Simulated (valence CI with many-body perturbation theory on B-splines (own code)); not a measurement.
## Missing levels of Pb⁶⁸⁺

Level of theory: configuration interaction combined with many-body perturbation theory (CI+MBPT): four valence electrons over a frozen Dirac-Fock core [Ne], radial functions for each j: 11 s, 11 p, 9 d, 7 f, 5 g, 2 h, 1 i, with the one-electron correlation potential Σ1, the two-electron term Σ2, the three-electron term Σ3, Breit, model QED; selected CI, second order for the rest (own B-spline code, finite nucleus).

No measured spectrum was set against this ion. As an estimate, large intervals hold to a few tenths of a per cent, small ones and those within an open d or f shell to about a per cent.

```
                     Level  E (× 10³ cm⁻¹)
        (3s^2 3p1/2^2) J=0            0.00
    (3s^2 3p1/2 3p3/2) J=1          4652.6
    (3s^2 3p1/2 3p3/2) J=2          4736.1
    (3s 3p1/2^2 3p3/2) J=2               ?
    (3s 3p1/2^2 3p3/2) J=1          6509.6
    (3s^2 3p1/2 3d3/2) J=2          6674.4
    (3s^2 3p1/2 3d3/2) J=1          7097.6
    (3s^2 3p1/2 3d5/2) J=2          7913.2
    (3s^2 3p1/2 3d5/2) J=3          7928.3
    (3s 3p1/2^2 3d3/2) J=1          8331.3
    (3s 3p1/2^2 3d3/2) J=2               ?
        (3s^2 3p3/2^2) J=2               ?
    (3s 3p1/2^2 3d5/2) J=3               ?
        (3s^2 3p3/2^2) J=0          9642.6
    (3s 3p1/2^2 3d5/2) J=2          9655.0
(3s 3p1/2 3p3/2^2) J=2 [a]           10827
    (3s 3p1/2 3p3/2^2) J=3               ?
    (3s 3p1/2 3p3/2^2) J=0               ?
(3s 3p1/2 3p3/2^2) J=2 [b]           11230
(3s 3p1/2 3p3/2^2) J=1 [a]           11242
```

Levels are named by their leading jj configuration (3d3/2^4 stands for four electrons in 3d with j = 3/2), which in mixed levels can hold well under half, so a name can repeat and another be missing. Letters in brackets count levels of one name in rising energy.

(1) The levels stand in rising order. What does the calculation give for the missing energies?

Answers

(1) (3s 3p1/2^2 3p3/2) J=2 6268.8; (3s 3p1/2^2 3d3/2) J=2 8400.5; (3s^2 3p3/2^2) J=2 9456.1; (3s 3p1/2^2 3d5/2) J=3 9525.9; (3s 3p1/2 3p3/2^2) J=3 11003; (3s 3p1/2 3p3/2^2) J=0 11100.
